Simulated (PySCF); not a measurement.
Cartesian coordinates (Å):
```xyz
5

Zr     0.0000     0.0000     0.0000
Cl    -1.5083    -1.7717    -0.1164
Cl     2.1498    -0.7799    -0.4445
Cl    -0.5797     1.6181    -1.5727
Cl    -0.0618     0.9335     2.1336
```
Charge 0, spin multiplicity 1.

Problem. Estimate the HOMO, LUMO, dipole moment, total energy and HOMO–LUMO gap that PySCF 2.14.0 with PBE-D3(BJ)/def2-TZVP // r2SCAN-D4/def2-SVP returns for this input.

Solution. 
```json
{
  "HOMO": "-8.34 eV",
  "LUMO": "-3.52 eV",
  "dipole_moment": "0.00 D",
  "total_energy": "-1887.5129 Ha",
  "HOMO–LUMO gap": "4.82 eV"
}
```
